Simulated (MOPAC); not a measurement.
MOPAC input (AM1):

```
AM1 PRECISE GNORM=0.05 LET XYZ UHF MS=0.5 GEO-OK AUX(PRECISION=9) THREADS=1
CH2Br

C    -1.41252900 1   -0.46030700 1    0.06426300 1
Br    0.35005100 1    0.11407200 1   -0.01592600 1
H    -1.88850600 1   -0.48301100 1    1.02928300 1
H    -1.88809400 1   -0.74768500 1   -0.85746700 1
```

From the output:

```
                                                       MOPAC v23.2.5 Linux

          FINAL HEAT OF FORMATION =         26.24731 KCAL/MOL =     109.81876 KJ/MOL

          COSMO AREA              =         80.13 SQUARE ANGSTROMS
          COSMO VOLUME            =         63.04 CUBIC ANGSTROMS

          GRADIENT NORM           =          0.04374          =       0.02187 PER ATOM
          IONIZATION POTENTIAL    =          9.740021 EV
          ALPHA SOMO LUMO (EV)    =         -9.740  0.724
          BETA  SOMO LUMO (EV)    =        -11.062  0.471
          NO. OF ALPHA ELECTRONS  =          7
          NO. OF BETA  ELECTRONS  =          6
          MOLECULAR WEIGHT        =         93.9308         POINT GROUP:  C2v

          MOLECULAR DIMENSIONS (Angstroms)

            Atom       Atom       Distance
            H     4   Br     2     2.52818
            H     3   Br     2     1.74917
            C     1    H     4     0.00000

          SCF CALCULATIONS        =         10

   ATOM   CHEMICAL          X               Y               Z
  NUMBER   SYMBOL      (ANGSTROMS)     (ANGSTROMS)     (ANGSTROMS)

     1       C         -1.37689279  *  -0.44869413  *   0.06264021  *
     2      Br          0.33694064  *   0.10979976  *  -0.01532880  *
     3       H         -1.89164070  *  -0.48543282  *   1.01945007  *
     4       H         -1.89124625  *  -0.74731254  *  -0.84734940  *

                             CARTESIAN COORDINATES

   1    C       -1.376892792    -0.448694133     0.062640212
   2   Br        0.336940636     0.109799760    -0.015328803
   3    H       -1.891640698    -0.485432824     1.019450070
   4    H       -1.891246250    -0.747312540    -0.847349398

           Empirical Formula: C H2 Br  =     4 atoms

      MOLECULAR POINT GROUP   :   C2v

          ALPHA EIGENVALUES
 -33.64858 -26.62670 -15.49672 -14.52843 -13.01749 -11.10132  -9.74002   0.72373
   4.00625   4.16791

           BETA EIGENVALUES
 -33.20461 -25.33231 -15.19442 -14.29336 -11.95183 -11.06234   0.47075   1.49824
   4.49639   4.59821

              NET ATOMIC CHARGES AND DIPOLE CONTRIBUTIONS

  ATOM NO.   TYPE          CHARGE      No. of ELECS.   s-Pop       p-Pop
    1          C          -0.369384        4.3694     1.30578     3.06361
    2         Br           0.083415        6.9166     1.95817     4.95842
    3          H           0.142984        0.8570     0.85702
    4          H           0.142985        0.8570     0.85701
 DIPOLE           X         Y         Z       TOTAL
 POINT-CHG.    -0.020    -0.007     0.001     0.021
 HYBRID        -0.637    -0.208     0.029     0.671
 SUM           -0.657    -0.214     0.030     0.692

          ATOMIC ORBITAL ELECTRON POPULATIONS

     Atom    s        px        py        pz
    1  C   1.30578   0.94661   1.05897   1.05803
    2 Br   1.95817   1.12638   1.84354   1.98849
    3  H   0.85702
    4  H   0.85701

                    (SZ)    =    0.500000
                    (S**2)  =    0.761729

          ATOMIC ORBITAL SPIN POPULATIONS

    Atom   Total    s     px     py     pz
         Atomic
    1  C  1.1069  0.062  0.146  0.828  0.071
    2 Br  0.0077  0.002 -0.055  0.058  0.002
    3  H -0.0573 -0.057
    4  H -0.0573 -0.057

 **********************
 *                    *
 * JOB ENDED NORMALLY *
 *                    *
 **********************

 == MOPAC DONE ==
```

The geometry given is a B3LYP-D3(BJ)/def2-TZVP minimum.
